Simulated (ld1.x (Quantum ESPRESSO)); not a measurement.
# Au, TM: configuration errors across variants

Au, norm-conserving Troullier–Martins (Kleinman–Bylander form), made with ld1.x (Quantum ESPRESSO) 7.5 (PBEsol, scalar-relativistic). Core [Xe] 4f14, reference 5d10 6s0.5 6p0 (charge +0.5). Waves: 6s (bound): rc 1.70 bohr; 6p (bound, empty): rc 2.40 bohr; 5d (bound): rc 1.45 bohr. Local part: the d channel. Core correction: a·sin(br)/r model core, default radius (core density twice the valence density).

All-electron excitation energies from the reference (eV): (1) 5d10 6s1 6p0 -3.791; (2) 5d10 6s0 6p0 5.648; (3) 5d9 6s0 6p0 26.886; (4) 5d7 6s0 6p0 108.534; (5) 5d9 6s1 6p1 3.768; (6) 5d9 6s1 6p0 8.364; (7) 5d8 6s0 6p0 60.793.

Tests that are not counted but printed errors over 1 eV. “all radii but the core radius scaled by about 1.10 (s 1.88, p 2.64, d 1.60 bohr)”: 5d9 6s1 6p1 (solver errors, printed error -2.5 eV). “all radii but the core radius scaled by about 1.37 (s 2.32, p 3.28, d 1.98 bohr)”: 5d9 6s1 6p1 (solver errors, printed error -678 eV).

A true bound ghost makes a file unfit for plane-wave use even where its test errors are small: the radial tests pick states by their node count and pass the ghost by. Where a test does run into it, the solver fails or the error is huge.

Errors AE − PS in meV (a dash: test not solved or not reliable):

| change | (1) | (2) | (3) | (4) | (5) | (6) | (7) | bound ghosts |
| --- | --- | --- | --- | --- | --- | --- | --- | --- |
| base | 0.0 | -3.8 | -34 | -569 | -58 | -31 | -187 | s, p |
| all radii but the core radius scaled by about 0.81 (s 1.38, p 1.94, d 1.16 bohr) | -3.8 | -8.8 | -42 | -594 | -53 | -36 | -202 | s, p |
| all radii but the core radius scaled by about 0.92 (s 1.56, p 2.20, d 1.34 bohr) | -0.3 | -4.1 | -36 | -584 | -56 | -34 | -195 | s, p |
| all radii but the core radius scaled by about 1.10 (s 1.88, p 2.64, d 1.60 bohr) | -0.8 | -5.1 | -31 | -546 | – | -32 | -176 | s, p |
| all radii but the core radius scaled by about 1.37 (s 2.32, p 3.28, d 1.98 bohr) | -1.5 | -6.0 | -30 | -538 | – | -36 | -173 | s, p |

Task: Give the same row for: all radii but the core radius scaled by about 1.21 (s 2.06, p 2.92, d 1.76 bohr).

Result: -1.5, -6.0, -29, -532, –, -35, -170; bound ghosts: s, p. Not counted: 5d9 6s1 6p1 (solver errors, printed error -678 eV).
